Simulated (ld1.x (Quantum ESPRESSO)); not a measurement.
## What one change does to a pseudopotential (silver, TM)

| Property | Result |
| --- | --- |
| Element | Ag |
| Generator | ld1.x (Quantum ESPRESSO) 7.5 |
| Type | norm-conserving Troullier–Martins (Kleinman–Bylander form) |
| Functional | revPBE |
| Relativity | scalar-relativistic |
| Frozen core | [Kr] |
| Valence charge | 11 |
| Reference configuration | 4d10 5s0.5 5p0 (charge +0.5) |
| Partial waves | 5s (bound): rc 2.35 bohr; 5p (bound, empty): rc 2.45 bohr; 4d (bound): rc 1.75 bohr |
| Local potential | the d channel |
| Core correction | Bessel-smoothed model core inside 0.85 bohr |

Change: core correction none.

Cutoffs: the cutoffs (Ry, on a coarse ladder) from which the occupation-weighted sum of valence levels, in a spherical-Bessel basis at the reference potential, stays within 10 and 1 mRy of its value at 400 Ry; they do not see the model core or the augmentation charge, which bear on the density cutoff. Errors are all-electron minus pseudo energies relative to the spin-unpolarised reference configuration.

Q: What does the change do?

A: The potential gets neither clearly harder nor softer (60 Ry and 90 Ry → 60 Ry and 90 Ry); both files keep a bound ghost (p, s); of the 7 tests that both files solve, the error grows in 1 and shrinks in 6 by more than 15 % and 0.3 meV (median size 100.0 → 75.5 meV).

| quantity | base | changed |
| --- | --- | --- |
| cutoff, loose | 60 Ry | 60 Ry |
| cutoff, tight | 90 Ry | 90 Ry |
| bound ghosts | s, p | s, p |
| error for 4d10 5s1 5p0, meV [ΔE -2.95 eV] | -1.6 | +2.2 |
| error for 4d10 5s0 5p0, meV [ΔE 4.67 eV] | -4.5 | +2.4 |
| error for 4d9 5s0 5p0, meV [ΔE 26.69 eV] | -54 | +4.2 |
| error for 4d9 5s1 5p1, meV [ΔE 5.65 eV] | -100 | -76 |
| error for 4d7 5s0 5p0, meV [ΔE 114.45 eV] | -982 | -468 |
| error for 4d8 5s0 5p0, meV [ΔE 62.80 eV] | -326 | -118 |
| error for 4d9 5s2 5p0, meV [ΔE 1.18 eV] | -110 | -79 |
| s: phases at 2.63 bohr within 0.05 rad from the reference energy up to (Ry; the scan ends near 5) | 2.3 | 2.3 |
| p: phases at 2.63 bohr within 0.05 rad from the reference energy up to (Ry; the scan ends near 5) | 3.9 | 3.9 |
| d: phases at 2.63 bohr within 0.05 rad from the reference energy up to (Ry; the scan ends near 5) | 1.8 | 1.8 |

Base: These tests converged, but a pseudo level misses the all-electron one widely, so the file describes the atom poorly there or has found another state: 4d9 5s0 5p0: empty 5p by 3.3 eV (a node warning on the way). Changed file: These tests converged, but a pseudo level misses the all-electron one widely, so the file describes the atom poorly there or has found another state: 4d9 5s0 5p0: empty 5p by 3.2 eV (a node warning on the way). A true bound ghost makes a file unfit for plane-wave use even where its test errors are small: the radial tests pick states by their node count and pass the ghost by.
